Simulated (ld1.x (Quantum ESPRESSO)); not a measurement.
## Logarithmic derivatives: titanium, ultrasoft

ld1.x (Quantum ESPRESSO) 7.5 input, shortened:

```
&input
   title='Ti', zed=22., rel=1, dft='PBE', iswitch=3,
   config='[Ar] 3d2 4s2 4p0'
 /
 &inputp
   pseudotype=3, tm=.true., lloc=-2, rcloc=1.30,
   nlcc=.true., rcore=1.45,
   which_augfun='PSQ', rmatch_augfun=1.50
 /
6
3S  1  0   2.00   0.00  1.35  1.55  0.0
4S  2  0   2.00   0.00  1.35  1.55  0.0
3P  2  1   6.00   0.00  1.75  2.25  0.0
4P  3  1   0.00   0.00  1.75  2.25  0.0
3D  3  2   2.00   0.00  1.50  1.80  0.0
3D  3  2   0.00   1.80  1.50  1.80  0.0
 &test
   configts(1)='3s2 3p6 3d2 4s2 4p0'
 /
```

The phase is arctan(r·u′/u) with u = r·R(r), unwrapped; energies in Ry, scanned from -7 to 5 Ry. A pole is an energy at which the radial function vanishes at the test radius. The pseudo phase is shifted by a multiple of π to meet the all-electron one at the reference energy, and phase errors are pseudo minus all-electron; the curves can meet again beyond the range given. Levels narrower than the energy grid can be missing from the lists of poles.

Q: For each channel, where are the poles, and over which energies does the pseudopotential scatter like the atom?

A:

```csv
channel,radius (bohr),reference energy (Ry),"poles, all-electron","poles, pseudo",unbroken range about the reference energy with phases within 0.05 rad,phase error 1 Ry above the reference energy (rad)
s,2.44,-0.33,"-4.55, 3.22","-4.55, 3.29",the whole range,+0.002
p,2.44,-0.11,"-2.75, 4.20","-2.71, -1.14, 0.64",-0.4 to 0.1,-1.702
d,2.44,-0.31,0.07,0.07,the whole range,+0.000
```

The ghost test of this file was not conclusive. Its overlap operator is not positive definite in a basis up to 400 Ry (lowest eigenvalue s -0.28, p -6.54), so the file is unfit for use: the generalised eigenproblem breaks down once the basis is large enough, and its test numbers describe a broken file.

Phases in the d channel:

| E (Ry) | all-electron | pseudo |
| --- | --- | --- |
| -7.00 | 1.416 | 1.416 |
| -6.48 | 1.410 | 1.410 |
| -5.96 | 1.403 | 1.403 |
| -5.44 | 1.395 | 1.395 |
| -4.92 | 1.386 | 1.386 |
| -4.40 | 1.375 | 1.375 |
| -3.88 | 1.362 | 1.362 |
| -3.36 | 1.346 | 1.346 |
| -2.84 | 1.325 | 1.325 |
| -2.32 | 1.296 | 1.296 |
| -1.80 | 1.252 | 1.252 |
| -1.28 | 1.168 | 1.168 |
| -0.76 | 0.894 | 0.894 |
| -0.24 | -1.158 | -1.158 |
| 0.28 | -1.680 | -1.680 |
| 0.80 | -1.839 | -1.839 |
| 1.32 | -2.003 | -2.002 |
| 1.84 | -2.313 | -2.312 |
| 2.36 | -3.128 | -3.127 |
| 2.88 | -4.032 | -4.032 |
| 3.40 | -4.376 | -4.376 |
| 3.92 | -4.524 | -4.524 |
| 4.44 | -4.608 | -4.608 |
| 4.96 | -4.664 | -4.664 |
